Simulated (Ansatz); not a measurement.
System: C$_{2}$H$_{6}$BS, net charge 0, doublet state. It need not be the lowest isomer of its formula. 
Structure (B3LYP-D3(BJ)/def2-TZVP (Ansatz, a first-principles code) minimum search):
```xyz
10

C      1.3441    -0.9914     0.5694
B     -0.0076    -0.2791     0.1614
C     -1.3962    -0.9322     0.5433
S      0.0337     1.2437    -0.7194
H      1.3629    -1.9977     0.1388
H      2.2533    -0.4734     0.2671
H      1.3674    -1.1200     1.6563
H     -1.4457    -1.0593     1.6295
H     -1.4502    -1.9370     0.1120
H     -2.2763    -0.3757     0.2240
```
Charge 0, spin multiplicity 2.

Dipole moments at this geometry, in debye (magnitudes).

| level | program | dipole (D) |
|---|---|---|
| SVWN5/def2-TZVPD | Ansatz | 1.54 |
| revPBE/def2-TZVPD | Ansatz | [?] |
| B97M-V/def2-TZVPD | Ansatz | 1.38 |
| B3LYP/def2-TZVPD | Ansatz | 1.28 |
| BHLYP/def2-TZVPD | Ansatz | 1.21 |
| r2SCANh/def2-TZVPD | Ansatz | 1.34 |
| wB97M-V/def2-TZVPD | Ansatz | 1.20 |
| wB97X-V/def2-TZVPD | Ansatz | 1.28 |
| CCSD(T)/aug-cc-pV(D+d)Z | Ansatz | [?] |

Question: Complete the blanks.

Answer: 
- revPBE/def2-TZVPD, dipole (D): 1.40
- CCSD(T)/aug-cc-pV(D+d)Z, dipole (D): 1.04
